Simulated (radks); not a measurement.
The nuclear charge of the cobalt ion Co+ is varied continuously with 26 electrons held in [Ar] 3d8. Calculated with a radial shooting solver on a logarithmic mesh with Libxc functionals: scalar-relativistic Kohn-Sham, LDA (Slater exchange, Perdew-Wang correlation), spin-polarised, spherical densities, finite nucleus; open shells are filled with parallel spins first; Fermi nuclear charge, rms radius 3.7875 fm. By the Hellmann-Feynman theorem dE/dZ = E(electron-nucleus)/Z, the electronic potential at the nucleus (averaged over a nucleus of fixed radius). The scalar-relativistic energy here is not variational (the density holds large components alone), so the two differ by a part that grows with Z.

Z     E (hartree)  E(electron-nucleus)/Z (hartree)  HOMO  e(HOMO) (eV)  <r> HOMO (bohr)
26    -1270.19579                         -117.151    3d        -1.139            1.611
26.5  -1329.60094                         -120.263    3d        -5.567            1.317
27    -1390.55781                         -123.348    3d       -11.622            1.165
27.5  -1453.05591                         -126.415    3d       -19.026            1.061
28    -1517.08871                         -129.472    3d       -27.627           0.9808

The central difference of E at Z = 27 is -123.455 hartree, to compare with the third column; the second derivative is -6.16 hartree.
